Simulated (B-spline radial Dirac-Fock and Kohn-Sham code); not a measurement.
**Relativistic shifts of the levels of Gd¹⁶⁺**

System: the Gd¹⁶⁺ ion in the configuration [Kr] 4d10 4f2.

Both columns are ΔSCF binding energies of the configuration average from an atomic code on a B-spline grid: non-relativistic Hartree-Fock with a point nucleus, and Dirac-Fock with a finite nucleus and the Coulomb interaction alone, averaged over the two j levels with weights 2j+1.

```tsv
shell	Hartree-Fock (eV)	Dirac-Fock (eV)	shift (eV)	shift (%)
1s	47840.7	50830.5	+2989.83	+6.25
2s	8014.7	8784.3	+769.59	+9.60
2p	7624.0	7869.3	+245.36	+3.22
3s	2088.0	2269.6	+181.56	+8.70
3p	1913.7	1978.0	+64.36	+3.36
3d	1592.4	1578.8	-13.57	-0.85
4s	699.6	746.2	+46.64	+6.67
4p	628.1	644.6	+16.43	+2.61
4d	499.0	496.8	-2.25	-0.45
4f	351.0	346.1	-4.89	-1.39
```

Relativity binds 1s, 2s, 2p, 3s, 3p, 4s, 4p more strongly, among those listed most of all 2s in relative terms, and 3d, 4d, 4f more weakly, because the contracted s and p shells screen the nucleus better.

Values without a named source are computed, but for edge energies of neutral atoms, which are taken from tables.
